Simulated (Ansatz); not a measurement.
Molecule: sum formula SiH2Cl (charge 0, doublet). It need not be the lowest isomer of its formula. 
Geometry from a B3LYP-D3(BJ)/def2-TZVP (Ansatz, an electronic-structure program) optimisation:
```
Si
H 1 1.4844
H 1 1.4844 2 111.01
Cl 1 2.0680 2 108.33 3 118.83
```
Charge 0, spin multiplicity 2.

Property: atomisation energy (electronic, to ground-state atoms), in kJ/mol. Correlated levels leave the core frozen unless marked. UHF or UKS for open shells. No spin-orbit coupling. No relativistic terms. The coupled-cluster limit lacks core correlation, which all-electron functionals hold. CBS(X,Y): correlation extrapolated as X^-3; Hartree-Fock from the larger set.

```csv
level,program,atomisation energy (kJ/mol)
PBE0-D3(BJ)/def2-TZVP,Ansatz + dftd3,1012.1
PBE0/def2-TZVP,Ansatz,1006.1
BHLYP/def2-TZVPD,Ansatz,(withheld)
r2SCAN0-D4/def2-TZVPD,Ansatz + dftd4,1022.3
HSE06-D4/def2-TZVPD,Ansatz + dftd4,1012.7
CAM-B3LYP/def2-TZVPD,Ansatz,(withheld)
B2GP-PLYP-D3(BJ)/def2-TZVPD,Ansatz + dftd3,1003.6
PBE-QIDH/def2-TZVPD,Ansatz,(withheld)
RPA@PBE/cc-pV(Q+d)Z,Ansatz,950.3
CCSD/aug-cc-pV(D+d)Z,Ansatz,926.9
CCSD/def2-SVP,Ansatz,(withheld)
CCSD/cc-pV(T+d)Z,Ansatz,970.7
"CCSD(T)/CBS(def2-TZVPPD,def2-QZVPPD)",Ansatz,1019.4
```

Question: Fill in the missing entries.

Answer: 
- BHLYP/def2-TZVPD, atomisation energy (kJ/mol): 992.1
- CAM-B3LYP/def2-TZVPD, atomisation energy (kJ/mol): 1008.8
- PBE-QIDH/def2-TZVPD, atomisation energy (kJ/mol): 1005.2
- CCSD/def2-SVP, atomisation energy (kJ/mol): 919.1
